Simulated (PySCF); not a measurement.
C₂H₄N₂OSi, SMILES O[SiH]1N=CC=N1. Geometry: PBE-D3(BJ)/def2-SVP. This is a generated structure with no PubChem entry under its InChIKey; it may be hypothetical. One conformer was computed; it need not be the lowest.

Method: PySCF with PBE-D3(BJ)/def2-SVP.

Harmonic wavenumbers (cm⁻¹): 144, 169, 289, 405, 458, 507, 617, 688, 714, 741, 829, 846, 868, 882, 928, 981, 1265, 1284, 1578, 1643, 2240, 2981, 2996, 3768. Rotational constants (GHz): 5.902, 2.799, 2.157; symmetry number 1.

Problem. Work out the zero-point energy and the ideal-gas rigid-rotor harmonic-oscillator thermochemistry at 298.15 K and 1 atm.

Solution. ZPE = ½ Σ hcν = ½ × 27821 cm⁻¹ = 166.41 kJ/mol. H − E(el) = 185.06 kJ/mol. Entropy in J/(mol K): translation 166.20, rotation 111.31, vibration 47.24, total 324.75. G − E(el) = 88.23 kJ/mol. Cp = 102.16 J/(mol K). Modes under 150 cm⁻¹ make the vibrational entropy uncertain.
